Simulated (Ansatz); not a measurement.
Consider the ligand exchange at a Cd–C bond: `C[CH2][Cd][OH]` + silanol → `[OH][Cd][O][SiH3]` + ethane.

Program: Ansatz. Geometries: PBE0-D4/def2-TZVP. ΔE: electronic, gas phase. CCSD(T)/CBS is the MP2 limit (def2-TZVPP, def2-QZVPP) plus CCSD(T) − MP2 in def2-TZVPP, frozen cores. This one scheme is used for every species. DFT in def2-TZVPP. def2 core potentials past Kr. For Cd outer-core shells are correlated without core-valence functions, which leaves a few kJ/mol of doubt a bond. One conformer a species, not always the lowest.

```
          level  ΔE (kcal/mol)
         B2PLYP          -12.3
    HF/def2-SVP          -20.0
CCSD/def2-TZVPP          -12.4
  HF/def2-QZVPP          -18.8
```

Q: What does CCSD(T)/CBS give? (An estimate is asked.)

A: The calculation gave: -11.7 kcal/mol. The listed levels differ from it by -0.6, -8.3, -0.7, -7.1 kcal/mol.

Largest T1 diagnostic among the species: 0.016.

At CCSD(T), def2-SVP lies −3.5 kcal/mol from the extrapolated value and def2-TZVPP +0.0 kcal/mol. Leaving LDA and LC-ωPBE aside and taking each functional with its dispersion term where it has one, the values, not all of them listed here, spread over 4.9 kcal/mol, from B97M-V to PBE-D4. LDA lies +2.7 kcal/mol from PBE without D4. In def2-TZVPP, CCSD(T) changes the Hartree–Fock value by +6.4 kcal/mol (the triples alone add +0.8 kcal/mol) and MP2 by +8.3 kcal/mol.
